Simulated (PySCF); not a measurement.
Species: (HBe-mu-F)2.
Structure used (PBE0-D3(BJ)/def2-SVP), in Å, numbered top down from 1:
```xyz
6
Be2F2H2 angstrom
Be     0.808    0.287   -0.751
H      1.753    0.622   -1.630
F     -0.499   -0.624   -0.776
Be    -0.809   -0.288    0.750
H     -1.751   -0.619    1.633
F      0.499    0.624    0.774
```

The closed-shell ground state was solved at several levels (PySCF, density fitting, gas phase, non-relativistic). The dipole stays under 0.02 D at every level.

| level | basis functions | total energy (Eh) | HOMO (eV) | LUMO (eV) | gap (eV) |
| --- | --- | --- | --- | --- | --- |
| B3LYP/pcJ-1 | 96 | -230.5690 | -8.85 | 0.27 | 9.12 |
| wB97X-D/pcSseg-1 | 68 | -230.4709 | -11.07 | 1.62 | 12.69 |
| PBE0/pcSseg-1 | 68 | -230.2750 | -9.09 | -0.25 | 8.84 |

(1) Estimate the row for B3LYP/def2-SVPD, a basis of 86 functions; the other rows only guide the guess.

(2) Over all these levels, which gives the widest orbital gap and which the narrowest?

Answers

(1) Total energy -230.4111 Eh, HOMO -8.83 eV, LUMO -0.79 eV, gap 8.04 eV.

(2) wB97X-D/pcSseg-1 (range-separated hybrid) has the widest, 12.69 eV, and B3LYP/def2-SVPD (global hybrid, 20 % exact exchange) the narrowest, 8.04 eV. Functional and basis both differ between the two, so the spread mixes both effects.

One conformer stands for the species.

Note: wB97X-D ran without an empirical dispersion term, which enters the total energy and its gradient alone.
